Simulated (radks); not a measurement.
All-electron atom: Mn I in [Ar] 3d5 4s2. Calculated with a radial shooting solver on a logarithmic mesh with Libxc functionals: non-relativistic Kohn-Sham, B86b exchange with PBE correlation, spin-polarised, spherical densities, point nucleus; open shells are filled with parallel spins first.

Radial electron density D(r) = 4 pi r^2 rho(r):

r (bohr)  D(r) (e/bohr)   spin D(r)
0.003459          1.338  0.00000791
0.003995          1.737   0.0000102
0.004577          2.214   0.0000128
0.005244          2.811   0.0000160
0.006008          3.552   0.0000198
0.006883          4.462   0.0000242
0.007886          5.571   0.0000290
0.009035          6.905   0.0000338
0.01035           8.487   0.0000381
0.01186           10.33   0.0000406
0.0137            12.58   0.0000390
0.01569           14.95   0.0000300
0.01798           17.52  0.00000823
0.0206            20.20  -0.0000341
0.0236            22.87   -0.000108
0.02703           25.35   -0.000230
0.03097           27.47   -0.000420
0.03548           29.01   -0.000700
0.04065           29.79    -0.00109
0.04695           29.69    -0.00162
0.05379           28.74    -0.00220
0.06163           27.16    -0.00269
0.0706            25.34    -0.00276
0.08089           23.80    -0.00168
0.09267           23.07     0.00187
0.1062            23.55      0.0103
0.1216            25.31      0.0274
0.1394            28.01      0.0593
0.1609            30.98       0.119
0.1844            32.81       0.214
0.2113            32.72       0.360
0.242             30.29       0.576
0.2773            25.83       0.878
0.3177            20.43        1.27
0.364             15.56        1.77
0.417             12.45        2.33
0.4777            11.61        2.93
0.5517            12.63        3.52
0.6321            14.16        3.94
0.7242            14.97        4.13
0.8297            14.35        4.07
0.9506            12.37        3.76
1.089             9.625        3.28
1.248             6.863        2.71
1.429             4.606        2.12
1.638             3.040        1.58
1.891             2.043        1.10
2.167             1.518       0.733
2.483             1.202       0.454
2.844            0.9632       0.249
3.259            0.7414       0.112
3.733            0.5282      0.0308
4.277            0.3402    -0.00743
4.9              0.1951     -0.0186
5.614           0.09846     -0.0164
6.484           0.04092    -0.00992
7.428           0.01515    -0.00479
8.511          0.004675    -0.00183
9.751          0.001177   -0.000548
11.17         0.0002358   -0.000127

D(r) has 3 maxima, at r = 0.0430, 0.197, 0.736 bohr, and minima at 0.0942, 0.470 bohr, inside which lie 2.12, 10.61 electrons.
